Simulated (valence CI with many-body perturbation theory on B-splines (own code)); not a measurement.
E1 transitions of Hg L

Calculated by relativistic CI+MBPT: three valence electrons over a frozen Dirac-Fock core [Ar] 3d10, a basis of 11 s, 11 p, 9 d, 7 f, 5 g, 2 h, 1 i functions for each j, with the one-electron correlation potential Σ1, the two-electron term Σ2, the three-electron term Σ3, Breit, model QED; selected CI, second order for the rest (own B-spline code, finite nucleus).

The last digits are not significant, and no measured levels were compared; by estimate large intervals hold to a few tenths of a per cent, small ones and those within an open d or f shell to about a per cent.

Lines 1 to 50 of 272 in falling wavelength, among levels below 55.557 Ry, chosen from the strongest by gf and those to the six lowest levels. Wavelengths and rates use the calculated energies. Electric multipoles are in the length gauge, E1 and E2 with the static RPA response of the core. Weak lines are less certain than strong ones. Lines between different terms over intervals too small for the method are left out, as are lines whose strength nearly cancels. The highest levels of a list are the least certain.

Levels are named by their leading jj configuration (3d3/2^4 stands for four electrons in 3d with j = 3/2), which in mixed levels can hold well under half, so a name can repeat and another be missing. Letters in brackets count levels of one name in rising energy.

```
λ vac (Å)                          Upper                       Lower   A (s⁻¹)  S (a.u.) with core polarisation  S without
    341.3             (4s^2 4p3/2) J=3/2          (4s 4p1/2^2) J=1/2  5.69e+06                         4.47e-04   4.72e-04
    132.5      (4p1/2 4p3/2 4d3/2) J=7/2  (4s 4p3/2 4d3/2) J=5/2 [b]  9.51e+09                         8.74e-02   9.28e-02
    130.8  (4p1/2 4p3/2 4d3/2) J=5/2 [a]  (4s 4p3/2 4d3/2) J=3/2 [b]  5.99e+09                         3.97e-02   4.22e-02
    127.7         (4s 4p1/2 4d3/2) J=5/2          (4s^2 4d3/2) J=3/2  1.44e+10                         8.90e-02   9.43e-02
    127.3     (4s 4p1/2 4p3/2) J=3/2 [a]          (4s^2 4p3/2) J=3/2  3.12e+09                         1.27e-02   1.35e-02
    125.6      (4p1/2 4p3/2 4d5/2) J=9/2  (4s 4p3/2 4d5/2) J=7/2 [b]  7.27e+09                         7.10e-02   7.53e-02
    120.2  (4p1/2 4p3/2 4d5/2) J=7/2 [b]  (4s 4p3/2 4d5/2) J=5/2 [b]  1.72e+10                         1.18e-01   1.25e-01
    118.4          (4p1/2 4p3/2^2) J=5/2          (4s 4p3/2^2) J=3/2  1.54e+10                         7.56e-02   8.03e-02
    116.9         (4s 4p1/2 4f5/2) J=7/2          (4s^2 4f5/2) J=5/2  2.28e+10                         1.44e-01   1.53e-01
    116.3          (4p1/2^2 4d3/2) J=3/2  (4s 4p1/2 4d3/2) J=3/2 [b]  1.74e+10                         5.41e-02   5.73e-02
    116.2         (4s 4p1/2 4d5/2) J=7/2          (4s^2 4d5/2) J=5/2  2.12e+10                         1.31e-01   1.39e-01
    116.0         (4s 4p1/2 4p3/2) J=5/2          (4s^2 4p3/2) J=3/2  1.83e+10                         8.47e-02   8.99e-02
    115.8  (4p1/2 4p3/2 4d3/2) J=5/2 [b]  (4s 4p3/2 4d3/2) J=5/2 [b]  8.71e+09                         4.00e-02   4.25e-02
    114.5          (4p1/2^2 4d3/2) J=3/2      (4s 4p1/2 4d3/2) J=1/2  1.53e+10                         4.53e-02   4.81e-02
    114.1      (4p1/2 4p3/2 4d5/2) J=9/2  (4s 4p3/2 4d5/2) J=7/2 [a]  1.31e+10                         9.64e-02   1.02e-01
    114.0         (4s 4p1/2 4f7/2) J=9/2          (4s^2 4f7/2) J=7/2  2.67e+10                         1.95e-01   2.07e-01
    112.7          (4p1/2^2 4p3/2) J=3/2      (4s 4p1/2 4p3/2) J=1/2  1.34e+10                         3.78e-02   4.02e-02
    112.4  (4p1/2 4p3/2 4d5/2) J=3/2 [b]  (4s 4p3/2 4d5/2) J=3/2 [b]  1.90e+10                         5.33e-02   5.66e-02
    112.0     (4s 4p1/2 4f7/2) J=7/2 [b]          (4s^2 4f7/2) J=7/2  2.38e+10                         1.32e-01   1.40e-01
    111.7      (4p1/2 4p3/2 4d5/2) J=1/2  (4s 4p3/2 4d5/2) J=3/2 [b]  3.16e+10                         4.34e-02   4.61e-02
    111.6  (4p1/2 4p3/2 4d3/2) J=5/2 [a]  (4s 4p3/2 4d3/2) J=5/2 [a]  1.71e+10                         7.01e-02   7.44e-02
    111.4  (4p1/2 4p3/2 4d3/2) J=5/2 [a]  (4s 4p3/2 4d3/2) J=3/2 [a]  9.88e+09                         4.05e-02   4.29e-02
    111.0         (4s 4p1/2 4d3/2) J=1/2          (4s^2 4d3/2) J=3/2  2.64e+10                         3.57e-02   3.78e-02
    111.0     (4s 4p1/2 4f5/2) J=5/2 [b]          (4s^2 4f5/2) J=5/2  2.32e+10                         9.42e-02   9.99e-02
    110.7         (4s 4p1/2 4f7/2) J=5/2          (4s^2 4f7/2) J=7/2  2.57e+10                         1.03e-01   1.10e-01
    110.3          (4p1/2^2 4p3/2) J=3/2  (4s 4p1/2 4p3/2) J=3/2 [b]  2.10e+10                         5.56e-02   5.90e-02
    110.1             (4s 4p1/2^2) J=1/2          (4s^2 4p1/2) J=1/2  4.13e+10                         5.44e-02   5.76e-02
    110.0         (4s 4p1/2 4f5/2) J=3/2          (4s^2 4f5/2) J=5/2  2.39e+10                         6.29e-02   6.66e-02
    109.4     (4s 4p1/2 4d5/2) J=5/2 [b]          (4s^2 4d5/2) J=5/2  2.14e+10                         8.32e-02   8.82e-02
    109.3  (4p1/2 4p3/2 4d3/2) J=3/2 [a]  (4s 4p3/2 4d3/2) J=3/2 [a]  1.89e+10                         4.87e-02   5.17e-02
    109.3     (4s 4p1/2 4d3/2) J=3/2 [b]          (4s^2 4d3/2) J=3/2  1.75e+10                         4.50e-02   4.78e-02
    109.2  (4p1/2 4p3/2 4d3/2) J=1/2 [a]  (4s 4p3/2 4d3/2) J=1/2 [a]  2.81e+10                         3.61e-02   3.83e-02
    108.6  (4p1/2 4p3/2 4d5/2) J=5/2 [a]  (4s 4p3/2 4d5/2) J=3/2 [a]  2.15e+10                         8.14e-02   8.63e-02
    108.3          (4p1/2^2 4d5/2) J=5/2      (4s 4p1/2 4d5/2) J=3/2  2.50e+10                         9.40e-02   9.96e-02
    108.2  (4p1/2 4p3/2 4d5/2) J=3/2 [b]      (4s 4p3/2 4d5/2) J=1/2  2.34e+10                         5.85e-02   6.20e-02
    108.0  (4p1/2 4p3/2 4d5/2) J=7/2 [b]  (4s 4p3/2 4d5/2) J=7/2 [b]  1.03e+10                         5.14e-02   5.45e-02
    107.9         (4s 4p1/2 4d5/2) J=3/2          (4s^2 4d5/2) J=5/2  2.79e+10                         6.91e-02   7.33e-02
    107.7  (4p1/2 4p3/2 4d3/2) J=3/2 [b]  (4s 4p3/2 4d3/2) J=3/2 [b]  1.41e+10                         3.49e-02   3.70e-02
    107.1      (4p1/2 4p3/2 4d3/2) J=7/2      (4s 4p3/2 4d3/2) J=7/2  2.05e+10                         9.93e-02   1.05e-01
    106.8          (4p1/2^2 4d5/2) J=5/2  (4s 4p1/2 4d5/2) J=5/2 [b]  3.19e+10                         1.15e-01   1.22e-01
    106.6          (4p1/2 4p3/2^2) J=1/2          (4s 4p3/2^2) J=1/2  4.83e+10                         5.77e-02   6.12e-02
    106.5  (4p1/2 4p3/2 4d5/2) J=5/2 [b]  (4s 4p3/2 4d5/2) J=7/2 [b]  2.05e+10                         7.34e-02   7.78e-02
    104.3  (4p1/2 4p3/2 4d5/2) J=3/2 [a]  (4s 4p3/2 4d5/2) J=5/2 [a]  4.36e+10                         9.77e-02   1.04e-01
    103.2     (4s 4p1/2 4p3/2) J=3/2 [b]          (4s^2 4p3/2) J=3/2  2.68e+10                         5.80e-02   6.14e-02
    103.1  (4p1/2 4p3/2 4d5/2) J=5/2 [a]  (4s 4p3/2 4d5/2) J=5/2 [a]  2.78e+10                         9.01e-02   9.56e-02
    101.1         (4s 4p1/2 4p3/2) J=1/2          (4s^2 4p3/2) J=3/2  3.46e+10                         3.53e-02   3.74e-02
    101.1          (4p1/2^2 4d5/2) J=5/2      (4s 4p1/2 4d5/2) J=7/2  6.59e+10                         2.02e-01   2.14e-01
    100.9          (4p1/2^2 4d3/2) J=3/2      (4s 4p1/2 4d3/2) J=5/2  7.24e+10                         1.47e-01   1.56e-01
    99.39  (4p1/2 4p3/2 4d5/2) J=7/2 [b]  (4s 4p3/2 4d5/2) J=7/2 [a]  1.59e+10                         6.17e-02   6.54e-02
    99.17  (4p1/2 4p3/2 4d5/2) J=7/2 [a]      (4s 4p3/2 4d5/2) J=9/2  5.43e+10                         2.09e-01   2.22e-01
```
